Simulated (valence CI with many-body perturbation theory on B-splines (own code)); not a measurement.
Forbidden lines of I31+

Calculated by configuration interaction combined with many-body perturbation theory (CI+MBPT): four valence electrons over a frozen Dirac-Fock core [Ar], radial functions for each j: 7 s, 7 p, 8 d, 6 f, 4 g, 1 h, with the one-electron correlation potential Σ1 (screened to all orders), the two-electron term Σ2, the three-electron term Σ3, Breit, model QED; selected single and double excitations, second order for the rest, scaled by the run's own slope (own B-spline code, finite nucleus).

The last digits are not significant, and no measured levels were compared; by estimate large intervals hold to a few tenths of a per cent, small ones and those within an open d or f shell to about a per cent. Only levels of the ground parity were solved; by the run's estimate the other parity begins above the list, which can be wrong where configurations are misplaced.

Lines 51 to 100 of 120 in falling wavelength, among levels below 94.429 eV, chosen from the decays that carry over 1 % of a level's rate. Wavelengths and rates use the calculated energies. S is in atomic units (e²a₀⁴ for E2 and M2, e²a₀⁶ for E3), for M1 in squared Bohr magnetons. Weak lines are less certain than strong ones. Lines between different terms over intervals too small for the method are left out, as are lines whose strength nearly cancels. The highest levels of a list are the least certain.

Levels are named by their leading jj configuration (3d3/2^4 stands for four electrons in 3d with j = 3/2), which in mixed levels can hold well under half, so a name can repeat and another be missing. Letters in brackets count levels of one name in rising energy.

| λ vac (Å) | Upper | Lower | Type | A (s⁻¹) | S (a.u.) |
| --- | --- | --- | --- | --- | --- |
| 802.0 | (3d5/2^4) J=4 | (3d3/2 3d5/2^3) J=5 | M1 | 5.00e+03 | 8.61e-01 |
| 789.6 | (3d3/2 3d5/2^3) J=1 [b] | (3d3/2 3d5/2^3) J=1 [a] | M1 | 2.86e+03 | 1.57e-01 |
| 764.2 | (3d3/2 3d5/2^3) J=6 | (3d3/2^2 3d5/2^2) J=5 | M1 | 1.38e+04 | 2.98e+00 |
| 745.6 | (3d5/2^4) J=2 | (3d3/2 3d5/2^3) J=1 [a] | M1 | 8.55e+03 | 6.57e-01 |
| 738.7 | (3d3/2 3d5/2^3) J=3 [b] | (3d3/2^2 3d5/2^2) J=3 [b] | M1 | 1.33e+04 | 1.39e+00 |
| 730.2 | (3d3/2^2 3d5/2^2) J=1 | (3d3/2^3 3d5/2) J=2 | M1 | 3.43e+04 | 1.49e+00 |
| 721.1 | (3d3/2^2 3d5/2^2) J=2 [e] | (3d3/2^2 3d5/2^2) J=3 [b] | M1 | 5.84e+03 | 4.06e-01 |
| 718.4 | (3d3/2 3d5/2^3) J=3 [b] | (3d3/2^2 3d5/2^2) J=2 [b] | M1 | 7.38e+03 | 7.10e-01 |
| 705.9 | (3d3/2^2 3d5/2^2) J=4 [b] | (3d3/2^3 3d5/2) J=3 | M1 | 1.92e+03 | 2.25e-01 |
| 701.8 | (3d3/2^2 3d5/2^2) J=2 [e] | (3d3/2^2 3d5/2^2) J=2 [b] | M1 | 2.38e+03 | 1.53e-01 |
| 696.7 | (3d3/2 3d5/2^3) J=1 [a] | (3d3/2^2 3d5/2^2) J=2 [a] | M1 | 2.20e+04 | 8.27e-01 |
| 691.9 | (3d3/2^2 3d5/2^2) J=4 [b] | (3d3/2^3 3d5/2) J=4 | M1 | 1.49e+02 | 1.64e-02 |
| 687.0 | (3d5/2^4) J=4 | (3d3/2 3d5/2^3) J=3 [a] | M1 | 1.74e+04 | 1.88e+00 |
| 684.7 | (3d3/2 3d5/2^3) J=3 [b] | (3d3/2^2 3d5/2^2) J=4 [b] | M1 | 5.60e+03 | 4.67e-01 |
| 682.2 | (3d3/2^2 3d5/2^2) J=4 [c] | (3d3/2^2 3d5/2^2) J=5 | M1 | 1.38e+03 | 1.46e-01 |
| 674.6 | (3d3/2 3d5/2^3) J=3 [c] | (3d3/2 3d5/2^3) J=3 [a] | M1 | 4.73e+02 | 3.77e-02 |
| 673.4 | (3d3/2^2 3d5/2^2) J=2 [b] | (3d3/2^3 3d5/2) J=3 | M1 | 3.47e+02 | 1.97e-02 |
| 656.5 | (3d3/2^2 3d5/2^2) J=3 [b] | (3d3/2^3 3d5/2) J=3 | M1 | 9.06e+02 | 6.65e-02 |
| 653.3 | (3d3/2 3d5/2^3) J=3 [c] | (3d3/2^2 3d5/2^2) J=2 [c] | M1 | 7.27e+03 | 5.26e-01 |
| 650.5 | (3d3/2^2 3d5/2^2) J=2 [d] | (3d3/2^2 3d5/2^2) J=1 | M1 | 2.90e+03 | 1.48e-01 |
| 646.4 | (3d3/2 3d5/2^3) J=0 | (3d3/2^2 3d5/2^2) J=1 | M1 | 4.81e+04 | 4.82e-01 |
| 644.4 | (3d3/2^2 3d5/2^2) J=3 [b] | (3d3/2^3 3d5/2) J=4 | M1 | 1.57e+04 | 1.09e+00 |
| 641.4 | (3d3/2^2 3d5/2^2) J=2 [a] | (3d3/2^3 3d5/2) J=1 | M1 | 2.48e+04 | 1.21e+00 |
| 633.8 | (3d3/2 3d5/2^3) J=1 [b] | (3d3/2^2 3d5/2^2) J=2 [c] | M1 | 1.16e+04 | 3.29e-01 |
| 628.3 | (3d3/2 3d5/2^3) J=5 | (3d3/2^2 3d5/2^2) J=4 [a] | M1 | 3.19e+03 | 3.22e-01 |
| 623.4 | (3d5/2^4) J=2 | (3d3/2 3d5/2^3) J=3 [a] | M1 | 1.40e+04 | 6.27e-01 |
| 610.2 | (3d3/2^2 3d5/2^2) J=4 [c] | (3d3/2^2 3d5/2^2) J=3 [a] | M1 | 7.90e+03 | 5.99e-01 |
| 605.1 | (3d5/2^4) J=2 | (3d3/2^2 3d5/2^2) J=2 [c] | M1 | 1.10e+04 | 4.52e-01 |
| 584.3 | (3d5/2^4) J=4 | (3d3/2 3d5/2^3) J=4 [a] | M1 | 4.91e+04 | 3.27e+00 |
| 582.4 | (3d3/2^2 3d5/2^2) J=2 [b] | (3d3/2^3 3d5/2) J=2 | M1 | 1.14e+03 | 4.18e-02 |
| 575.4 | (3d3/2 3d5/2^3) J=3 [c] | (3d3/2 3d5/2^3) J=4 [a] | M1 | 4.76e+03 | 2.35e-01 |
| 569.7 | (3d3/2 3d5/2^3) J=1 [a] | (3d3/2^2 3d5/2^2) J=0 [a] | M1 | 3.13e+04 | 6.43e-01 |
| 569.7 | (3d3/2^2 3d5/2^2) J=3 [b] | (3d3/2^3 3d5/2) J=2 | M1 | 1.12e+03 | 5.38e-02 |
| 564.1 | (3d3/2^2 3d5/2^2) J=2 [e] | (3d3/2^2 3d5/2^2) J=1 | M1 | 1.04e+04 | 3.45e-01 |
| 561.8 | (3d3/2^2 3d5/2^2) J=2 [d] | (3d3/2^2 3d5/2^2) J=2 [a] | M1 | 5.33e+02 | 1.75e-02 |
| 559.0 | (3d3/2^2 3d5/2^2) J=2 [d] | (3d3/2^2 3d5/2^2) J=3 [a] | M1 | 3.42e+03 | 1.11e-01 |
| 552.0 | (3d3/2 3d5/2^3) J=4 [a] | (3d3/2^3 3d5/2) J=3 | M1 | 8.06e+03 | 4.53e-01 |
| 543.5 | (3d3/2^2 3d5/2^2) J=4 [c] | (3d3/2^2 3d5/2^2) J=4 [a] | M1 | 9.11e+03 | 4.88e-01 |
| 543.4 | (3d3/2 3d5/2^3) J=4 [a] | (3d3/2^3 3d5/2) J=4 | M1 | 7.73e+02 | 4.14e-02 |
| 504.4 | (3d3/2 3d5/2^3) J=3 [b] | (3d3/2^2 3d5/2^2) J=2 [a] | M1 | 7.15e+02 | 2.38e-02 |
| 502.1 | (3d3/2 3d5/2^3) J=3 [b] | (3d3/2^2 3d5/2^2) J=3 [a] | M1 | 5.38e+03 | 1.77e-01 |
| 500.1 | (3d5/2^4) J=4 | (3d3/2^2 3d5/2^2) J=3 [b] | M1 | 2.83e+03 | 1.18e-01 |
| 495.4 | (3d3/2^2 3d5/2^2) J=2 [c] | (3d3/2^3 3d5/2) J=3 | M1 | 4.29e+04 | 9.67e-01 |
| 494.0 | (3d3/2^2 3d5/2^2) J=2 [e] | (3d3/2^2 3d5/2^2) J=3 [a] | M1 | 1.60e+04 | 3.59e-01 |
| 483.8 | (3d3/2 3d5/2^3) J=3 [a] | (3d3/2^3 3d5/2) J=3 | M1 | 4.79e+03 | 1.41e-01 |
| 474.8 | (3d5/2^4) J=4 | (3d3/2^2 3d5/2^2) J=4 [b] | M1 | 1.50e+03 | 5.37e-02 |
| 473.6 | (3d3/2 3d5/2^3) J=1 [b] | (3d3/2^2 3d5/2^2) J=2 [b] | M1 | 1.21e+03 | 1.43e-02 |
| 468.8 | (3d3/2 3d5/2^3) J=3 [c] | (3d3/2^2 3d5/2^2) J=4 [b] | M1 | 1.14e+03 | 3.05e-02 |
| 465.2 | (3d3/2^2 3d5/2^2) J=2 [b] | (3d3/2^3 3d5/2) J=1 | M1 | 3.35e+03 | 6.24e-02 |
| 456.0 | (3d3/2 3d5/2^3) J=3 [b] | (3d3/2^2 3d5/2^2) J=4 [a] | M1 | 7.02e+03 | 1.73e-01 |
